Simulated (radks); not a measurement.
A nucleus of charge 38.3 with 37 electrons, 37 electrons, occupied as [Kr] 4d1. All-electron calculation, Dirac Kohn-Sham, PBE, spin-unpolarised, spherical densities, point nucleus; open shells fill j = l - 1/2 first. Program: a radial shooting solver on a logarithmic mesh with Libxc functionals. Some entries of the table are withheld. Estimate them.

orbital,occ.,eigenvalue (hartree),r(max) (bohr),<r> (bohr)
1s1/2,2,(1),(2),0.03883
2s1/2,2,-81.17994,0.1439,0.1706
2p1/2,2,-73.96843,(3),0.1461
2p3/2,4,-71.36522,(4),0.1503
3s1/2,2,-12.89334,0.4316,(5)
3p1/2,2,(6),0.4204,0.4855
3p3/2,4,(7),0.4293,0.4960
3d3/2,4,-5.24550,0.3704,0.4886
3d5/2,6,-5.17491,0.3731,0.4922
4s1/2,2,(8),1.174,1.335
4p1/2,2,-1.17776,1.287,1.513
4p3/2,4,-1.13240,1.313,1.546
4d3/2,1,-0.29994,1.935,2.671
4d5/2,0,-0.29726,1.952,2.693

Answer. 
(1) 1s1/2 eigenvalue (hartree): -595.8461
(2) 1s1/2 r(max) (bohr): 0.02531
(3) 2p1/2 r(max) (bohr): 0.1126
(4) 2p3/2 r(max) (bohr): 0.1161
(5) 3s1/2 <r> (bohr): 0.4865
(6) 3p1/2 eigenvalue (hartree): -10.26420
(7) 3p3/2 eigenvalue (hartree): -9.86275
(8) 4s1/2 eigenvalue (hartree): -1.83050
